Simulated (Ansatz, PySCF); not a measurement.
In(Cl)(NH2)2 (ClH₄InN₂), SMILES [NH2][In]([Cl])[NH2]. Atoms are numbered in the order given.

```xyz
8

In    -0.3081     0.0020     0.1170
Cl     1.8466    -0.1616    -0.8279
N     -0.5235    -0.9209     1.9033
H      0.1278    -1.6856     2.0627
H     -1.4602    -1.2326     2.1462
N     -1.5357     1.3256    -0.7941
H     -2.5342     1.1509    -0.7158
H     -1.3102     1.5059    -1.7692
```

The structure is a stationary point at PBE0-D3(BJ)/def2-SVP. The structure was generated by enumeration; whether it is a known compound was not checked. The def2 effective core potentials stand for the cores of In; spin–orbit coupling is left out. The values are those of a single conformer.

Two levels are set side by side: PBE-D3(BJ)/def2-SVP (Ansatz, a quantum-chemistry and plane-wave program) and PBE0-D3(BJ)/def2-SVP (Ansatz). Each level has its own optimised geometry; the coordinates shown are those of the second. Frequencies come from the Hessian of PySCF at each geometry. Differences are taken from unrounded values.

| quantity | PBE0-D3(BJ) | PBE-D3(BJ) | PBE-D3(BJ) minus PBE0-D3(BJ) |
|---|---|---|---|
| mean bond length (Å) | 1.496 | 1.516 | 0.021 |
| bond In1–Cl2 (Å) | 2.358 | 2.382 | 0.024 |
| bond In1–N3 (Å) | 2.022 | 2.058 | 0.036 |
| bond In1–N6 (Å) | 2.022 | 2.058 | 0.036 |
| bond N3–H4 (Å) | 1.017 | 1.029 | 0.012 |
| bond N3–H5 (Å) | 1.017 | 1.029 | 0.012 |
| bond N6–H7 (Å) | 1.017 | 1.029 | 0.012 |
| bond N6–H8 (Å) | 1.017 | 1.029 | 0.012 |
| highest harmonic wavenumber (cm⁻¹) | 3679 | 3516 | -163 |
| mean harmonic wavenumber (cm⁻¹) | 1245 | 1204 | -40 |
| zero-point energy (kcal/mol) | 32.03 | 30.99 | -1.04 |

Exact exchange shortens and stiffens bonds; PBE has none. Differences between two approximate levels are no errors against the true value.
